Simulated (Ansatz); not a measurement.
Abridged output of a molecular run in Ansatz:

```
Functional definition: HF
2090 factors; integrals over basis functions are off by at most 1.1e-3 eV
mean field evaluation 1: about -25147.8650 eV, gradient 6.4e1 eV
mean field evaluation 2: about -25148.2003 eV, gradient 6.4e1 eV
mean field evaluation 4: about -25155.7184 eV, gradient 4.5e0 eV
mean field evaluation 8: about -25155.8122 eV, gradient 3.0e-1 eV
mean field -25155.81252432 eV, -924.4590590464 hartree, gradient 4.1e-6 eV, S^2 0.000000; 0 other end points of the search recorded, 0 dependent functions left out
15 core orbitals not correlated: weight in the atoms' cores, before any rotation towards them, 1.000 or more for the frozen orbitals, at most 0.000 for the correlated occupied ones
reference -25155.81252432 eV, -924.4590590464 hartree; 22, 22 occupied and 314, 314 virtual orbitals, 2090 factors
second order -36.84540876 eV of doubles, -0.00000000 eV of singles
cycle   1  -37.05006605 eV  change   -2.0e-1 eV  update   1.2e-1
cycle   2  -37.82409141 eV  change   -7.7e-1 eV  update   3.3e-2
cycle   3  -37.99769595 eV  change   -1.7e-1 eV  update   1.7e-2
cycle   4  -37.97887415 eV  change    1.9e-2 eV  update   3.5e-3
cycle   5  -37.97704101 eV  change    1.8e-3 eV  update   1.5e-3
cycle   6  -37.97801225 eV  change   -9.7e-4 eV  update   4.5e-4
cycle   7  -37.97775629 eV  change    2.6e-4 eV  update   1.6e-4
cycle   8  -37.97765866 eV  change    9.8e-5 eV  update   4.7e-5
cycle   9  -37.97766996 eV  change   -1.1e-5 eV  update   1.8e-5
perturbative correction -1.32310985 eV, -0.0486233902 hartree
Total energy: -25195.11330413 eV, -925.9033360655 hartree
```

Its atoms:

Cartesian coordinates in Å:
```
C 0.1891 2.5177 -1.0367
Si 0.7588 0.7700 -0.8165
F 0.9847 0.1543 -2.2848
N -0.4000 -0.1470 0.0496
Si -0.1672 -1.5305 1.0309
O -0.8214 -2.9119 0.4265
O -0.9489 -1.2993 2.4480
H 0.0849 3.0138 -0.0690
H -0.7781 2.5535 -1.5456
H 0.9032 3.0842 -1.6385
H 2.0630 0.6457 -0.1280
H -1.3652 0.1327 -0.0748
H 1.2975 -1.6760 1.1922
H -0.5002 -3.2213 -0.4215
H -1.3001 -2.0861 2.8682
```

Task: Which basis set was used?
A. def2-TZVPPD
B. def2-TZVPP
C. def2-SVP
D. cc-pV(Q+d)Z

Result: B. It gives 351 functions.

Task: Write the keys of the input that set method, charge and spin (a neutral closed shell needs none for the last two).

Result: 
```yaml
correlation: {method: ccsd_t}
```
